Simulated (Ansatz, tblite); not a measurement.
Cost and result up the ladder for InCl2H (InHCl2) (4 atoms). Charge 0, multiplicity 1. Geometry: r2SCAN-D4/def2-TZVP.

```xyz
4

In    0.077    0.209    0.058
Cl   -0.865   -0.316   -1.993
Cl    0.147   -1.640    1.452
H     0.641    1.747    0.483
```

Ansatz on 4 threads of Arm Neoverse V2 on a shared host; xTB runs through tblite on one thread. Times are rough, summed over both states, and most runs start from the orbitals of an earlier one. PBE0-D4/def2-TZVP serves as the yardstick here, not as an exact answer. The other state is a triplet.

In the def2 sets In takes a core potential; there is no spin–orbit coupling. The xTB rows come from tblite.

xTB has no spin-polarisation term.

```json
{"level": "GFN1-xTB", "functions": "29", "wall time": "0.005 s"}
{"level": "GFN2-xTB", "functions": "28", "wall time": "0.005 s"}
{"level": "PBE-D4/def2-TZVP (with forces)", "functions": "130", "wall time": "2.6 s"}
{"level": "PBE0-D4/def2-TZVP", "functions": "130", "wall time": "6.5 s"}
```

Task: Estimate what each level gives for the vertical triplet (eV).

Result: 
```
                         level  vertical triplet (eV)  difference from PBE0-D4/def2-TZVP (eV)
                      GFN1-xTB                   5.87                                    0.65
                      GFN2-xTB                   3.99                                   -1.24
PBE-D4/def2-TZVP (with forces)                   4.73                                   -0.50
             PBE0-D4/def2-TZVP                   5.23                                    0.00
```
